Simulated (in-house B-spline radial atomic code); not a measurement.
As³⁺. Computed with a B-spline radial atomic code. Model: all-electron spherical atom, spin shells full or empty, radial basis limit, no spin-orbit coupling: exact exchange with a local potential (Slater, KLI or optimised effective potential, whose far tail is KLI's), no correlation.

The run also made RPA and GW results, which its time includes.

The Slater potential averages the orbital exchange potentials with the orbital densities as weights, KLI adds orbital constants, and the optimised effective potential minimises the exact-exchange energy among local potentials. So their energies lie above Hartree-Fock in the order OEP, KLI, Slater. All fall off as −1/r, unlike LDA and GGA exchange.

Command:
```bash
python run_gw.py task.json out
```
Settings (lengths in bohr, energies in hartree):
```
Z                      33
electrons              30
configuration          [Ar] 3d10 4s2
hamiltonian            nr
method                 kli
lmax                   9
spin_polarised         False
box_radius             14.14
intervals              72
ion_configuration      [Ar] 3d10 4s1
```

Run time, properties included: 5.2 s on 1 thread of Intel(R) Xeon(R) Platinum 8488C (Sapphire Rapids) (shared host).

Given: hamiltonian non-relativistic; mean-field start exchange-only KLI.

Computed: energy above Hartree-Fock 12.984 millihartree; virial ratio -E/T less 1 0.000579.

```tsv
radius (bohr)	r times exchange potential (hartree bohr)
0.00152	-0.039344
0.00188	?
0.00233	-0.060143
0.00289	-0.074408
0.00358	-0.091829
0.00444	-0.11325
0.0055	-0.13914
0.00682	-0.17047
0.00845	-0.20755
0.0105	-0.25145
0.013	-0.30048
0.0161	-0.35412
0.02	-0.41033
0.0247	-0.46219
0.0307	-0.50593
0.038	-0.53177
0.0471	-0.53607
0.0584	-0.52845
0.0725	-0.54784
0.0898	-0.63189
0.111	-0.75708
0.138	-0.87425
0.171	-0.93358
0.212	?
0.263	-0.83282
0.326	-0.8753
0.404	-1.0899
0.501	-1.2964
0.621	-1.3867
0.77	-1.327
0.955	-1.1439
1.18	-0.93515
1.47	-0.84273
1.82	-0.88934
2.25	-0.95045
2.79	-0.98349
3.46	-0.99549
```

Problem. What belongs in the row 0.00188?

Solution. r times exchange potential (hartree bohr): -0.048606.

Problem. What belongs in the row 0.212?

Solution. r times exchange potential (hartree bohr): -0.90922.

| occupied | level (hartree) | Hartree-Fock level (hartree) |
| --- | --- | --- |
| 1s | -425.3 | -433.88 |
| 2s | -54.586 | -57.592 |
| 2p | -48.966 | -51.436 |
| 3s | -8.2649 | -9.3023 |
| 3p | ? | ? |
| 3d | -3.0031 | -3.3816 |
| 4s | -1.741 | -1.7415 |

Problem. What belongs in the row 3p?

Solution. level (hartree): -6.3576; Hartree-Fock level (hartree): -7.1468.

```tsv
empty	level (hartree)
4p	-1.3476
4d	-0.82756
5s	?
5p	-0.66314
```

Problem. What belongs in the row 5s?

Solution. level (hartree): -0.79196.

The highest level, 4s, differs from Hartree-Fock by +0.013 eV and the deepest, 1s, by +234 eV: a local potential can match the highest level but can't give each shell its own exchange.
